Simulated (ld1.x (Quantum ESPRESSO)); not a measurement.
## Sb (Z = 51), TM: configuration errors across variants

ld1.x (Quantum ESPRESSO) 7.5 input, shortened:

```
&input
   title='Sb', zed=51., rel=1, dft='PBESOL', iswitch=3,
   config='[Kr] 4d10 5s2 5p1 5d-2'
 /
 &inputp
   pseudotype=2, tm=.true., lloc=0,
   nlcc=.false.
 /
3
5P  2  1   1.00   0.00  2.35  2.35  0.0
5D  3  2  -2.00   0.30  1.90  1.90  0.0
5S  1  0   2.00   0.00  1.60  1.60  0.0
 &test
   configts(1)='5s2 5p1'
 /
```

All-electron excitation energies from the reference (eV): (1) 5s2 5p3 -24.356; (2) 5s2 5p2 -16.012; (3) 5s2 5p0 24.445; (4) 5s1 5p4 -16.214; (5) 5s2 5p2.5 -21.083; (6) 5s2 5p3.3 -25.518; (7) 5s0 5p5 -7.862.

A true bound ghost makes a file unfit for plane-wave use even where its test errors are small: the radial tests pick states by their node count and pass the ghost by.

Errors AE − PS in meV (a dash: test not solved or not reliable):

```tsv
change	(1)	(2)	(3)	(4)	(5)	(6)	(7)	bound ghosts
base	+0.6	+2.7	+4.9	+2.7	+1.9	+0.1	+30	d
all radii scaled by about 0.76 (s 1.22, p 1.78, d 1.44 bohr)	+147	+70	+64	+135	+116	+159	+266	p, d, s (extra level of the local part)
all radii scaled by about 0.90 (s 1.44, p 2.12, d 1.72 bohr)	+7.4	+6.0	+16	+18	+7.3	+7.2	+90	d
all radii scaled by about 1.21 (s 1.94, p 2.86, d 2.30 bohr)	-8.9	-1.8	-7.0	-8.9	-5.6	-9.9	+9.1	none
all radii scaled by about 1.39 (s 2.22, p 3.26, d 2.64 bohr)	-19	-6.9	-21	-20	-14	-21	+3.6	none
```

(1) Give the same row for: all radii scaled by about 1.14 (s 1.82, p 2.68, d 2.16 bohr).

Results:

(1) -6.0, -0.4, -3.4, -6.8, -3.3, -6.9, +7.0; bound ghosts: none.
